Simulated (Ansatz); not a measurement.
`C[Se][GeH2][Cl]` + H₂ → `C[Se][GeH3]` + HCl at 500 K and 1 bar (hydrogenolysis of a Ge–Cl bond).

Gas-phase electronic energies from Ansatz, PBE0-D4/def2-TZVP geometries. CBS: MP2 limit from def2 TZ/QZ plus the TZ coupled-cluster correction, frozen cores. This one scheme is used for every species. For Ge, Se outer-core shells are correlated without core-valence functions, which leaves a few kJ/mol of doubt a bond. Scalar relativity is left out up to krypton. Each species was taken in one conformer, which may not be the lowest.

```json
{"species": "`C[Se][GeH2][Cl]`", "CCSD(T)/CBS energy (Eh)": "-4977.71849", "H − E (kJ/mol)": "190.9", "S (J/(mol·K))": "432.3"}
{"species": "H₂", "CCSD(T)/CBS energy (Eh)": "-1.17544", "H − E (kJ/mol)": "41.0", "S (J/(mol·K))": "145.5"}
{"species": "`C[Se][GeH3]`", "CCSD(T)/CBS energy (Eh)": "-4518.49012", "H − E (kJ/mol)": "201.0", "S (J/(mol·K))": "395.1"}
{"species": "HCl", "CCSD(T)/CBS energy (Eh)": "-460.38127", "H − E (kJ/mol)": "32.5", "S (J/(mol·K))": "201.9"}
```

H − E and S are ideal-gas, rigid-rotor, harmonic terms from PBE0-D4/def2-TZVP, for one conformer and one mirror image of each species. For small species the MP2-based limit differs from directly extrapolated CCSD(T) by up to some mEh (0.8 for H₂); such offsets cancel only in part. 1 Eh = 2625.50 kJ/mol, R = 8.31446 J/(mol·K).

Task: By hand: ΔE, ΔH, ΔS and ΔG.

Result: ΔE = (-4518.49012) + (-460.38127) − (-4977.71849) − (-1.17544) = 0.02254 Eh = 59.2 kJ/mol. Δ(H − E) = 201.0 + 32.5 − 190.9 − 41.0 = 1.6, so ΔH = 60.8 kJ/mol. ΔS = 395.1 + 201.9 − 432.3 − 145.5 = 19.2 J/(mol·K). ΔG = 60.8 − 500 × (19.2)/1000 = 51.2 kJ/mol.

Task: By hand: the equilibrium constant, and the temperature at which ΔG would vanish if ΔH and ΔS stayed fixed.

Result: log₁₀ K = −ΔG/(RT ln 10) = -5.3. ΔG = 0 at ΔH/ΔS = 3167 K, far beyond where these terms or the molecules hold.

ΔH outweighs TΔS. A doubt of 5 kJ/mol in ΔE shifts log₁₀ K by 0.5 here. Other conformers and mirror images would add mixing entropy, several J/(mol·K) or more a flexible species. Modes under 60 cm⁻¹, often nearly free rotors, make the harmonic entropy too high. These are equilibria of isolated gas molecules and say nothing of rates. Largest T1 diagnostic: 0.010 (customary marks: 0.02 for closed shells, 0.045 for open ones).
